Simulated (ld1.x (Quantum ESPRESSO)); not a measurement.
**u(r) = r·R(r): atom against pseudo-atom (technetium (Tc))**

Columns: radius, all-electron u(r) and pseudo u(r) of the 4p shell (level -45.73 eV) of technetium in the configuration [Ar] 3d10 4s2 4p6 4d5 5s1.75 5p0.25; PBE, scalar-relativistic, TM semilocal scheme, ld1.x (Quantum ESPRESSO) 7.5.

| r (bohr) | all-electron | pseudo |
| --- | --- | --- |
| 0.088 | 0.3450 | 0.0154 |
| 0.175 | -0.1264 | 0.0603 |
| 0.262 | -0.5109 | 0.1330 |
| 0.350 | -0.5138 | 0.2319 |
| 0.438 | -0.2604 | 0.3520 |
| 0.525 | 0.0796 | 0.4855 |
| 0.612 | 0.4066 | 0.6254 |
| 0.700 | 0.6755 | 0.7625 |
| 0.788 | 0.8678 | 0.8828 |
| 0.875 | 0.9857 | 0.9733 |
| 0.962 | 1.0422 | 1.0271 |
| 1.050 | 1.0506 | 1.0416 |
| 1.138 | 1.0232 | 1.0200 |
| 1.225 | 0.9724 | 0.9718 |
| 1.312 | 0.9069 | 0.9069 |
| 1.400 | 0.8328 | 0.8328 |
| 1.487 | 0.7568 | 0.7568 |
| 1.575 | 0.6806 | 0.6806 |
| 1.662 | 0.6083 | 0.6083 |
| 1.750 | 0.5397 | 0.5397 |
| 1.838 | 0.4765 | 0.4765 |
| 1.925 | 0.4195 | 0.4195 |
| 2.012 | 0.3680 | 0.3680 |
| 2.100 | 0.3215 | 0.3215 |
| 2.188 | 0.2801 | 0.2801 |
| 2.275 | 0.2439 | 0.2439 |

Question: How many radial nodes do the two functions have?

Answer: The all-electron 4p function has n − l − 1 = 2; the pseudo-wave has 0, since the states of the same l below it are removed with the core.

Question: At about which radius was the pseudo-wave matched?

Answer: 1.40 bohr. The columns agree to 0.0005 from 1.31 bohr on; several derivatives are matched, so the curves merge somewhat inside the radius.

Question: Is the pseudo-wave norm-conserving?

Answer: Yes: the TM semilocal scheme keeps the norm inside the radius equal to the all-electron one, which fixes the energy derivative of the logarithmic derivative at the level.
